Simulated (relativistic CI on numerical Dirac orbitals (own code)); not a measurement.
# Magnetism of Sm⁴⁺, 4f4, in a crystal field

Calculated by Dirac-Coulomb-Breit CI, separate exchange-only KLI orbitals for each configuration, QED by a radiative potential, valence Slater integrals scaled by 0.8, one configuration in a parametric crystal field (own radial code).

Field parameters in Wybourne normalisation; cubic f-shell fields have B⁴₄ = √(5/14) B⁴₀ and B⁶₄ = −√(7/2) B⁶₀. The field is a parameter set, without covalency.

S is read from ⟨S²⟩ = S(S + 1).

Powder χT (cm³ K mol⁻¹) by Van Vleck's formula, with temperature-independent terms:

```
                                                                                                          Field      2 K     5 K    10 K    20 K   50 K  100 K  200 K  300 K
C2v, B20 = 570, B22 = -550, B40 = 370, B42 = 100, B44 = -990, B60 = -270, B62 = 80, B64 = -710, B66 = -920 cm⁻¹   0.0498   0.124   0.242   0.394   0.54  0.649  0.808  0.899
                                                        D3h, B20 = 1290, B40 = -160, B60 = 210, B66 = 1030 cm⁻¹   0.0823   0.183    0.33   0.529  0.691  0.775  0.874  0.936
                                               D4h, B20 = 890, B40 = 150, B44 = -240, B60 = 30, B64 = 1100 cm⁻¹   0.0205  0.0523   0.108   0.221  0.473  0.674  0.844  0.923
                                            D4h, B20 = 1220, B40 = -870, B44 = -1510, B60 = 830, B64 = 230 cm⁻¹   0.0307  0.0768   0.153   0.301  0.568   0.73  0.867  0.938
                                            D4h, B20 = 3430, B40 = 460, B44 = -220, B60 = -240, B64 = 1340 cm⁻¹   0.0259   0.065   0.138   0.307  0.552  0.676  0.802  0.883
                                                                               Oh, B40 = -2200, B60 = 1110 cm⁻¹  0.00512  0.0128  0.0256  0.0512  0.128  0.257  0.504  0.688
```

For D3h, B20 = 1290, B40 = -160, B60 = 210, B66 = 1030 cm⁻¹: what effective moment follows at 300 K?

μ_eff = √(8χT) = 2.74 μB. The LS value g√(J(J + 1)) of the free ion's 5I_4 level is 2.68 μB.
